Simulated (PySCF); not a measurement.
A calculated (PBE, PySCF 2.14, aug-cc-pVQZ-DK, scalar relativity by spin-free X2C-1e) atom or ion has these occupied shells.

```
shell  electrons  orbital energy (eV)  rms radius, mean of both spins (bohr)
   1s          2              -450.64                                  0.266
   2s          2              -68.113                                   1.20
```

Problem. Name the element and its charge.

Solution. N³⁺ (nitrogen, charge +3), in [He] 2s2, closed-shell 1S.
